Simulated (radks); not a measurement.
Pr+, configuration [Kr] 4d10 4f(up 1.5, down 1.5) 5s2 6s2 5p(up 3, down 2) (fractional occupations, a model configuration). All-electron calculation, scalar-relativistic Kohn-Sham, r2SCAN, spin-polarised, spherical densities, finite nucleus; meta-GGA in the generalised Kohn-Sham scheme; Fermi nuclear charge, rms radius 4.8919 fm. Program: a radial shooting solver on a logarithmic mesh with Libxc functionals.

Unscreened Slater integrals over Kohn-Sham orbitals (eV). They are taken over the spin-up orbitals.

integral     value
F0(6s,6s)   6.3261
F0(6s,4f)   8.1012
G3(6s,4f)  0.40173
F0(6s,5p)   7.7770
G1(6s,5p)  0.60233
F0(4f,4f)   23.112
F2(4f,4f)   10.563
F4(4f,4f)   6.5454
F6(4f,4f)   4.6860
F0(4f,5p)   16.465
F2(4f,5p)   6.2718
G2(4f,5p)   3.8310
G4(4f,5p)   2.8561
F0(5p,5p)   14.241
F2(5p,5p)   7.7102

Derived for the open shells (J is the average intra-shell exchange parameter used in DFT+U). 4f: F4/F2 = 0.620, F6/F2 = 0.444, J = (286 F2 + 195 F4 + 250 F6)/6435 = 0.8498 eV. 5p: J = F2/5 = 1.542 eV.
